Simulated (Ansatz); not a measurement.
Geometry optimisation, RHF/cc-pVDZ in Ansatz.

Input:

```yaml
crystal:
  periodic: [false, false, false]
  atoms:
    - { symbol: Cl, position_ang: [-2.14196, -1.23514, 0.21036] }
    - { symbol: B, position_ang: [-0.69111, -0.47572, 0.15273] }
    - { symbol: C, position_ang: [0.65354, -0.32658, 0.7256] }
    - { symbol: Si, position_ang: [-0.05296, 0.74689, -0.86897] }
    - { symbol: H, position_ang: [1.50226, -0.76624, 0.24075] }
    - { symbol: H, position_ang: [0.87869, 0.5012, 1.36822] }
    - { symbol: H, position_ang: [-0.14847, 1.55559, -1.82869] }
total_charge: -1
basis:
  gaussian: { orbitals: cc-pVDZ }
hamiltonian:
  xc: hf
relax:
  f_tol: 0.02
  max_steps: 40
```

Launched with:

```bash
$ ansatz run input.yaml --threads 1 --pin off --max-ram 2048MiB --backend cpu --events-out ev --progress --plain --runs-dir out
```

Question: Where does it end, and by what steps?

Answer: It converged. Limits of this set-up: an anion without diffuse functions, the dipole of an ion depends on the origin. After 23 steps the energy has fallen by 4.604 eV; Si4 moved furthest, 0.84 Å. Parted: C3–Si4.

| step | energy less start (eV) | largest force component (eV/Å) | accepted |
| --- | --- | --- | --- |
| 0 | 0.0000 | 5.192 | yes |
| 1 | -2.1852 | 2.133 | yes |
| 2 | -3.0075 | 0.683 | yes |
| 3 | -3.2146 | 0.639 | yes |
| 4 | -3.3639 | 1.100 | yes |
| 5 | -3.6948 | 1.731 | yes |
| 6 | -4.0233 | 1.244 | yes |
| 7 | -4.2583 | 0.902 | yes |
| 8 | -4.3825 | 0.501 | yes |
| 9 | -4.4271 | 0.337 | yes |
| 10 | -4.4566 | 0.248 | yes |
| 11 | -4.4804 | 0.228 | yes |
| 12 | -4.5161 | 0.531 | yes |
| 13 | -4.4713 | 2.069 | no |
| 14 | -4.5619 | 0.246 | yes |
| 15 | -4.5739 | 0.384 | yes |
| 16 | -4.5815 | 0.617 | yes |
| 17 | -4.5919 | 0.384 | yes |
| 18 | -4.6006 | 0.118 | yes |
| 19 | -4.6028 | 0.180 | yes |
| 20 | -4.6036 | 0.139 | yes |
| 21 | -4.6041 | 0.032 | yes |
| 22 | -4.6042 | 0.037 | yes |
| 23 | -4.6043 | 0.019 | yes |

```xyz
7
Properties=species:S:1:pos:R:3
Cl -2.215 -0.703 0.665
B -0.538 -0.542 -0.123
C 0.703 -0.317 0.634
Si 0.310 0.461 -1.575
H 1.680 -0.597 0.249
H 0.732 0.042 1.666
H -0.671 1.657 -1.516
```

Run time: 48 s on 1 thread of Arm Neoverse V1, on a shared host, peak memory 0.15 GiB.
